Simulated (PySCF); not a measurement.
H4Al2O5 (SMILES [OH][Al]([OH])[O][Al]([OH])[OH]), singlet, geometry from GFN2-xTB (such geometries of metal compounds can be far from the true shape). Base run: PySCF with B3LYP/6-31G.

Input for PySCF:
```python
from pyscf import gto, scf, dft, solvent

mol = gto.Mole()
mol.atom = '''
    Al   -1.47786615   -0.78192486   -0.16330605
    O    -2.87346397    0.04699015   -0.46780080
    O    -1.61564446   -2.42213453   -0.02825127
    O    -0.00000000    0.00000000    0.00000000
    Al    1.47786615    0.78192486    0.16330605
    O     2.91157604   -0.01809908   -0.01543412
    O     1.57753238    2.39324347    0.51148619
    H    -3.20839623    0.92228793   -0.60209457
    H    -1.10528358   -3.20461471    0.12542758
    H     3.27153417   -0.87442587   -0.19845112
    H     1.04214564    3.15675265    0.67511811
'''
mol.basis = '6-31g'
mol.verbose = 3
mol.build()

mf = dft.RKS(mol)
mf.xc = 'b3lyp'
mf.kernel()
```

Each row names what was changed in the base input (with any setting that the change needs).

| change | ΔE vs base (kJ/mol) | HOMO-LUMO gap (eV) |
|---|---|---|
| base | 0.00 | 6.94 |
| model = C-PCM; solvent = water | -84.8 | 7.18 |
| model = IEF-PCM; solvent = water; r_probe = 0.5 | -33.4 | 7.05 |
| model = IEF-PCM; solvent = water; vdw_scale = 1.1 | -117.8 | 7.27 |
| model = IEF-PCM; solvent = n-hexane | -29.2 | 7.03 |
| model = IEF-PCM; solvent = water | -84.1 | 7.17 |
| model = SS(V)PE; solvent = water | ___ | 7.17 |
| model = IEF-PCM; solvent = tetrahydrofuran | -67.8 | 7.13 |
| model = COSMO; solvent = water | -84.2 | 7.17 |
| model = IEF-PCM; solvent = water; vdw_scale = 1.0 | -172.5 | 7.40 |
| model = IEF-PCM; solvent = water; lebedev_order = 11 | ___ | ___ |
| model = ddCOSMO; solvent = water | ___ | ___ |

Q: Fill in the missing entries.

A: 
- model = SS(V)PE; solvent = water, ΔE vs base (kJ/mol): -83.4
- model = IEF-PCM; solvent = water; lebedev_order = 11, ΔE vs base (kJ/mol): -81.0
- model = IEF-PCM; solvent = water; lebedev_order = 11, HOMO-LUMO gap (eV): 7.16
- model = ddCOSMO; solvent = water, ΔE vs base (kJ/mol): -58.3
- model = ddCOSMO; solvent = water, HOMO-LUMO gap (eV): 7.12

The base is the gas phase, so ΔE is the electrostatic part of solvation at a fixed geometry, without cavity and dispersion terms.
